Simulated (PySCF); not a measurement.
PySCF 2.14 output of an unrestricted CAM-B3LYP calculation on a single atom or ion in dyall-av2z (22s16p12d, 130 functions), with the non-relativistic Hamiltonian (point nucleus):

```
SCF conv_tol = 1e-09
number electrons alpha = 26  beta = 24
    T. Yanai, D. P. Tew, and N. C. Handy.,  Chem. Phys. Lett. 393, 51 (2004)
cycle= 1 E= -5742.86738205995  delta_E= -0.0281  |g|= 0.0262  |ddm|= 0.273
cycle= 2 E= -5742.86761832161  delta_E= -0.000236  |g|= 0.0116  |ddm|= 0.0432
cycle= 3 E= -5742.86764606036  delta_E= -2.77e-05  |g|= 0.00859  |ddm|= 0.0188
cycle= 4 E= -5742.86765760769  delta_E= -1.15e-05  |g|= 0.000683  |ddm|= 0.00632
cycle= 5 E= -5742.86765871044  delta_E= -1.1e-06  |g|= 0.000373  |ddm|= 0.00407
cycle= 6 E= -5742.86765886228  delta_E= -1.52e-07  |g|= 4.37e-05  |ddm|= 0.00176
cycle= 7 E= -5742.86765887011  delta_E= -7.84e-09  |g|= 1.01e-05  |ddm|= 0.000427
cycle= 8 E= -5742.86765887058  delta_E= -4.67e-10  |g|= 3.09e-06  |ddm|= 9.36e-05
converged SCF energy = -5742.86765887058  <S^2> = 2.0042462  2S+1 = 3.0028294
```

The run itself started from symmetry-adapted Hartree-Fock orbitals and held the occupation by maximum overlap, on a logarithmic radial grid, so the iterations belong to that start.

Question: Which element, charge and spin multiplicity is this?

Answer: In⁻ (indium, charge -1), multiplicity 3; the state was [Kr] 4d10 5s2 5p2, high-spin 3P determinant.

A non-relativistic calculation at this Z misses sizeable relativistic shifts. At CAM-B3LYP the highest occupied level has a positive energy, so only the finite basis holds that electron.
